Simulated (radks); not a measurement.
Q: Spherical quantum dot in the effective-mass picture: electrons in a hard-walled sphere of radius 13.1, with a point charge +2 (a donor) at the centre, all in effective atomic units (hartree* = m*/eps^2 hartree, bohr* = eps/m* bohr), one dielectric constant everywhere. Method: non-relativistic Kohn-Sham, LDA (Slater exchange, Perdew-Wang correlation), spin-polarised, spherical densities; computed with a radial shooting solver with Libxc functionals. Levels are named by radial order and angular momentum (1s, 1p, 1d, 2s, ...), and open shells are averaged over m. Results are scaled to m* = 0.573 and eps = 15.8, for which hartree* = 62.46 meV and bohr* = 1.459 nm. At N = 9 the configuration is 1s2 1p(up 3, down 2) 2s2. Does electron 10 go into 1d down or 1d up or 1p down?

A: Into 1p down. The total energies of the other choices lie higher by 1.27 meV (1d up), 1.53 meV (1d down).
